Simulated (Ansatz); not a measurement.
Mulliken charges of C2H6NSi, SMILES `C=C[SiH2][NH]` radical from PBE/def2-TZVPP in Ansatz (PBE0-D4/def2-TZVP geometry).

```
atom   x (Å)   y (Å)   z (Å)  charge (e)
  C1  -0.070   1.804   0.410      -0.168
  C2   0.625   0.731   0.045      -0.148
 Si3  -0.196  -0.854  -0.452       0.350
  N4   0.468  -2.181   0.475      -0.317
  H5  -1.156   1.797   0.444       0.088
  H6   0.409   2.738   0.692       0.101
  H7   1.712   0.790   0.037       0.083
  H8  -1.671  -0.679  -0.307      -0.083
  H9   0.112  -1.204  -1.872      -0.058
 H10  -0.149  -2.994   0.532       0.151
```

Question: By hand: the dipole of these point charges (1 e Å = 4.8032 D).

Answer: Σ q r = (-0.106, 0.156, -0.058) e Å, of length 0.197 e Å = 0.95 D.

Question: How does the dipole of the full density compare? (Estimate.)

Answer: Ansatz gave: (-0.192, 0.109, -0.053) e Å, 1.09 D; the point charges give 0.87 times that, at 26° from its direction.

Point charges leave out the atoms' own dipoles, such as those of lone pairs, and Mulliken's split depends on the basis, so the two needn't agree.
